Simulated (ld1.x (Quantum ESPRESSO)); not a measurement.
# Bi: one change to an RRKJ potential, before and after

| Property | Result |
| --- | --- |
| Element | Bi |
| Generator | ld1.x (Quantum ESPRESSO) 7.5 |
| Type | norm-conserving RRKJ (Kleinman–Bylander form) |
| Functional | PBE |
| Relativity | scalar-relativistic |
| Frozen core | [Xe] 4f14 5d10 |
| Valence charge | 5 |
| Reference configuration | 6s2 6p2 (charge +1) |
| Partial waves | 6p (bound): rc 1.80 bohr; 6s (bound): rc 1.70 bohr |
| Local potential | the s channel |
| Core correction | none |
| rho0 | 0.001 |

Change: wave 6s (bound): rc 1.70 bohr becomes 6s (bound): rc 1.30 bohr.

Cutoffs: the cutoffs (Ry, on a coarse ladder) from which the occupation-weighted sum of valence levels, in a spherical-Bessel basis at the reference potential, stays within 10 and 1 mRy of its value at 400 Ry; they do not see the model core or the augmentation charge, which bear on the density cutoff. Errors are all-electron minus pseudo energies relative to the spin-unpolarised reference configuration.

Q: How do hardness, ghosts and transferability respond?

A: The bound ghosts move from d to d, p, s; of the 7 tests that both files solve, the error grows in 6 and shrinks in 1 by more than 15 % and 0.3 meV (median size 73.3 → 60.6 meV); the range in which the s phases agree narrows (upper end 2.7 → -1.4); the range in which the p phases agree widens (upper end 0.2 → at the end of the scan).

```csv
quantity,base,changed
"cutoff, loose",35 Ry,140 Ry
"cutoff, tight",60 Ry,over 300 Ry
loose cutoff by channel (10 mRy a level),"p 35 Ry, s 25 Ry","p 35 Ry, s 140 Ry"
bound ghosts,d,"p, s (extra level of the local part), d"
"error for 6s2 6p3, meV [ΔE -7.91 eV]",+11,+15
"error for 6s2 6p1, meV [ΔE 15.25 eV]",+7.6,+24
"error for 6s2 6p0, meV [ΔE 38.59 eV]",+103,+201
"error for 6s0 6p5, meV [ΔE 12.59 eV]",+264,+334
"error for 6s1 6p4, meV [ΔE 2.17 eV]",+73,+61
"error for 6s2 6p2.5, meV [ΔE -4.82 eV]",+4.1,+5.9
"error for 6s1 6p0, meV [ΔE 83.99 eV]",+245,+883
s: phases at 1.94 bohr within 0.05 rad from the reference energy up to (Ry; the scan ends near 5),2.7,-1.4
p: phases at 1.94 bohr within 0.05 rad from the reference energy up to (Ry; the scan ends near 5),0.2,to the end of the scan
```

 A true bound ghost makes a file unfit for plane-wave use even where its test errors are small: the radial tests pick states by their node count and pass the ghost by.
